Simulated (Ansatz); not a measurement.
# CoO: shapes and states compared

Program: Ansatz, Gaussian basis, development build. Basis cc-pwCVTZ-DK on Co, cc-pVTZ-DK on O, scalar X2C without spin–orbit coupling, 6 orbitals frozen in the corrections; active space CAS(15,10), shells under the valence barred from it. Restricted Hartree–Fock, then the lowest state-specific CASSCF solution met for each case. On stretched bonds single-reference methods can fail or change state. Solutions in different active orbitals can move differences by tenths of an eV and at times more than 1 eV.

Case A, doublet: bond length 1.6290 Å.

Case B, quartet: the shape of A.

Energy less that of case A, in eV:

```
case  RHF/ROHF  CASSCF
   B    -2.648  -0.871
```

(1) Give the SC-NEVPT2 energies against case A.

(2) Which case is lowest, and do the methods agree?

Answers

(1) B: -1.018 eV (-23.5 kcal/mol).

(2) B is lowest in SC-NEVPT2. Of the methods shown, RHF/ROHF, CASSCF agree.
